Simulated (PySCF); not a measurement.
**`O=CO[C@@H]1CC[Si@@H]1Br`, C$_{4}$H$_{7}$BrO$_{2}$Si**

Cartesian coordinates in Å; atom numbers follow the order of the lines, from 1:
```xyz
15

O     2.421    0.498    0.135
C     2.343   -0.474   -0.578
O     1.278   -1.207   -0.736
C     0.162   -0.765    0.043
C    -1.204   -0.785   -0.646
C    -1.758    0.535   -0.067
Si    0.027    1.127    0.355
Br    0.565    2.491   -1.313
H     3.180   -0.846   -1.182
H     0.161   -1.356    0.961
H    -1.074   -0.714   -1.726
H    -1.804   -1.666   -0.428
H    -2.373    0.350    0.811
H    -2.356    1.110   -0.770
H     0.427    1.713    1.613
```

Computed with TDDFT LC-wPBE/def2-SVPD circular dichroism and optical rotation, one conformer, gas phase in PySCF 2.14.0. Geometry: GFN2-xTB.

The molecule is flexible and this is one conformer; a measurement averages over conformers. The calculation is non-relativistic, which matters for the atoms heavier than Zn.

Draw the ECD and absorption spectra from the lowest 12 states, each a Gaussian of half-width 0.25 eV at 1/e height.


| E (eV) | λ (nm) | Δε (L mol⁻¹ cm⁻¹) | ε (L mol⁻¹ cm⁻¹) |
| --- | --- | --- | --- |
| 5.51 | 225 | +0.08 | 3.43 |
| 5.66 | 219 | +0.59 | 26.4 |
| 5.81 | 213 | +2.20 | 98.7 |
| 5.96 | 208 | +4.01 | 180 |
| 6.11 | 203 | +3.57 | 160 |
| 6.26 | 198 | +1.67 | 71.3 |
| 6.41 | 193 | +1.11 | 28.6 |
| 6.56 | 189 | +2.25 | 44.2 |
| 6.71 | 185 | +3.42 | 100 |
| 6.86 | 181 | +4.50 | 304 |
| 7.01 | 177 | +6.16 | 777 |
| 7.16 | 173 | +2.56 | 1220 |
| 7.31 | 170 | -5.28 | 1630 |
| 7.46 | 166 | -1.44 | 2980 |
| 7.61 | 163 | +12.08 | 5430 |
| 7.76 | 160 | +19.45 | 7260 |
| 7.91 | 157 | +14.89 | 7780 |
| 8.06 | 154 | -27.07 | 8150 |
| 8.21 | 151 | -105.64 | 8280 |
| 8.36 | 148 | -121.04 | 6400 |

Δε uses R in velocity form, ε uses f in length form. Only the states computed contribute, so the short-wavelength end is incomplete.
